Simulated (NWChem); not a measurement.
Species: SiCl₂F₂; SMILES F[Si](F)(Cl)Cl

```xyz
5

F      0.0000     1.2886    -1.2669
Si     0.0000     0.0000    -0.3235
F      0.0000    -1.2886    -1.2669
Cl     1.6729     0.0000     0.8070
Cl    -1.6729     0.0000     0.8070
```
Atoms are numbered in this order, from 1.

Computed with NWChem. Geometry optimised at PBE0/def2-SVP; all other runs use it. 

| quantity | level | value |
|---|---|---|
| solvation free energy (kcal/mol) in water | PBE0/def2-SVP, SMD | [?] |
| vertical, lowest state with f > 0.02, singlet (eV) | PBE/def2-SVPD, TDA | [?] |
| isotropic polarisability (bohr³), static | PBE/def2-SVPD | 51.5 |
| vertical ionisation energy, ΔSCF (eV) | PBE/def2-SVP | 11.73 |
| dipole (D) | PBE0/def2-SVP | [?] |
| highest harmonic frequency (cm⁻¹) | PBE0/def2-SVP | 1003 |

Question: Some entries are withheld; supply them.

Answer: 
- solvation free energy (kcal/mol) in water, value: 1.2
- vertical, lowest state with f > 0.02, singlet (eV), value: 7.24
- dipole (D), value: 0.71
